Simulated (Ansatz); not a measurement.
Molecule: CdH, net charge 0, doublet state. The spin state was set by rule; other spins were not relaxed. 
Geometry from a B3LYP-D3(BJ)/def2-TZVP (Ansatz, an electronic-structure program) optimisation:
SMILES: [CdH]
```xyz
2

Cd     0.0000     0.0000    -0.0367
H      0.0000     0.0000     1.7618
```
Charge 0, spin multiplicity 2.

Property: atomisation energy (electronic, to ground-state atoms), in kJ/mol. Cores are frozen in the correlated levels unless marked. UHF or UKS for open shells. Spin-orbit coupling is left out. The frozen core is the preceding noble-gas configuration, with the filled d and f shells of earlier blocks. In def2 rows, elements after Kr have scalar-relativistic effective core potentials. The coupled-cluster limit lacks core correlation, which all-electron functionals hold. Basis-set limits of correlation are two-point, X^-3; Hartree-Fock from the larger set.

```
level                                        program  atomisation energy (kJ/mol)  minus last row
------------------------------------  --------------  ---------------------------  --------------
PBE-D3(BJ)/def2-TZVPD                 Ansatz + dftd3                         71.9             0.9
BLYP-D4/def2-TZVPD                    Ansatz + dftd4                         70.6            -0.4
PBE0/def2-SVP                                 Ansatz                         75.2             4.2
PBE0/def2-QZVPP                               Ansatz                         78.8             7.8
HSE06-D3(BJ)/def2-TZVPD               Ansatz + dftd3                         77.0             6.0
SCS-MP2/def2-QZVPP                            Ansatz                         53.3           -17.7
CCSD/def2-SVP                                 Ansatz                         64.2            -6.8
CCSD/CBS(def2-TZVPP,def2-QZVPP)               Ansatz                         76.1             5.1
CCSD(T)/def2-TZVPPD                           Ansatz                         73.2             2.2
CCSD(T)/CBS(def2-TZVPPD,def2-QZVPPD)          Ansatz                         71.0             0.0
```
